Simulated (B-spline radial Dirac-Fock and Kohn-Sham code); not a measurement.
Ta⁴⁺ 5p3/2: cross section and angular parameters

System: Ta⁴⁺ in the configuration [Xe] 4f14 5d1; threshold 85.06 eV (orbital energy of the model). Calculated with a radial B-spline solver, using Dirac-Hartree-Slater photoionisation with a Latter tail; cross sections with all multipoles, angular parameters from the dipole term and its interference with E2.

For linearly polarised light dσ/dΩ = σ/(4π) [1 + β P₂(cos θ) + (δ + γ cos²θ) sin θ cos φ], with θ from the polarisation vector and φ the angle between the beam and the projection of the electron momentum on the plane normal to the polarisation.

```
hν (eV)  σ (kb)       β       γ       δ
   93.4     482   0.800   0.322  -0.032
    183     149  -0.152  -0.059   0.021
    200     136  -0.040  -0.077   0.029
    202     135  -0.026  -0.078   0.030
    268     100   0.375  -0.017   0.040
    275    97.8   0.410  -0.007   0.040
    422    61.9   0.910   0.172   0.030
    600    40.3   1.210   0.271   0.017
    621    38.6   1.234   0.275   0.016
    737    30.8   1.344   0.279   0.010
    779    28.5   1.376   0.275   0.008
    978    20.7   1.488   0.236   0.003
    986    20.5   1.491   0.234   0.003
   1000    20.1   1.497   0.231   0.003
   1290    13.7   1.591   0.153   0.000
 1486.9    10.9   1.633   0.102  -0.001
   1680    8.93   1.663   0.060  -0.001
   1930    7.05   1.691   0.016  -0.001
   2630       ?       ?       ?       ?
   2910    3.34   1.744  -0.043   0.003
   3440    2.41   1.753  -0.022   0.005
   4000    1.78   1.755   0.024   0.006
   4020    1.76   1.755   0.026   0.006
   6090   0.727   1.736   0.296   0.012
  12000   0.145   1.629   1.134   0.032
  15000  0.0819   1.574   1.490   0.045
```

Task: Give the values at 2630 eV.

Result: σ = 4.04 kb, β = 1.735, γ = -0.041, δ = 0.002.
